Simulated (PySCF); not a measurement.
CH3Cl4Nb, multiplicity 1. Atoms are numbered in the order given.

```xyz
9

Nb     0.0725    -0.0141     0.0000
Cl    -1.0063     2.0157     0.0000
Cl     0.2782     0.0284     2.3229
Cl     0.2782     0.0284    -2.3229
Cl    -0.9679    -2.0536     0.0000
C      2.2297     0.0106     0.0000
H      2.4689     1.0912     0.0000
H      2.6416    -0.4489     0.9073
H      2.6416    -0.4489    -0.9073
```
Charge 0, spin multiplicity 1.

The structure is a stationary point at B3LYP-D3(BJ)/def2-SVP. The multiplicity is an assumed one; no other spin state was optimised. The structure was generated by enumeration; whether it is a known compound was not checked. The def2 effective core potentials stand for the cores of Nb; spin–orbit coupling is left out.

Level of theory: ωB97X/def2-TZVP run with PySCF.

ESP charges are fitted to the potential on shells at 1.4 to 2.0 van der Waals radii. Atomic charges (e):

```tsv
atom	Mulliken	ESP fit
Nb1	1.17	?
Cl2	-0.29	?
Cl3	-0.31	?
Cl4	-0.31	?
Cl5	-0.29	?
C6	-0.47	?
H7	0.17	?
H8	0.16	?
H9	0.16	?
```

**Question.** What belongs in the gaps? (Estimate from the structure and the level; the computed values follow.)

**Answer.** 
- Nb1, ESP fit: 0.57
- Cl2, ESP fit: -0.11
- Cl3, ESP fit: -0.18
- Cl4, ESP fit: -0.18
- Cl5, ESP fit: -0.09
- C6, ESP fit: -0.58
- H7, ESP fit: 0.19
- H8, ESP fit: 0.19
- H9, ESP fit: 0.19
